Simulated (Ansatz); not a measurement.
Species: sum formula H₃Si₂OCl₂, net charge -1, singlet state. It need not be the lowest isomer of its formula. Whether it binds its extra electron was not tested at this geometry. 
Coordinates optimised at B3LYP-D3(BJ)/def2-TZVP (Ansatz, a quantum-chemistry and plane-wave program):
```xyz
8

Si     2.7489    -0.1015    -0.2341
O      1.1042     0.4442     0.3314
Si    -0.2849     0.0915    -0.3273
Cl    -1.1072    -1.6946     0.3860
Cl    -1.7135     1.5507     0.1677
H      2.2918    -1.4807    -0.7676
H      2.6542     0.5282    -1.6445
H     -0.3241    -0.0155    -1.7925
```
Charge -1, spin multiplicity 1.

Basis-set convergence of Hartree-Fock and MP2 correlation energies (hartree) with Ansatz. Correlated levels leave the core frozen unless marked. Spin-orbit coupling is left out. Non-relativistic. This anion needs diffuse functions, which these sets lack.

| basis | functions | E(HF) | E(corr, MP2) |
|---|---|---|---|
| cc-pV(D+d)Z | 121 | -1573.67792 | -0.65525 |
| cc-pV(T+d)Z | 228 | -1573.77086 | -0.86228 |
| cc-pV(Q+d)Z | 401 | -1573.79365 | -0.94117 |
| cc-pV(5+d)Z | 656 | [?] | [?] |

Question: Fill in the missing entries.

Answer: 
- cc-pV(5+d)Z, E(HF): -1573.79802
- cc-pV(5+d)Z, E(corr, MP2): -0.97444
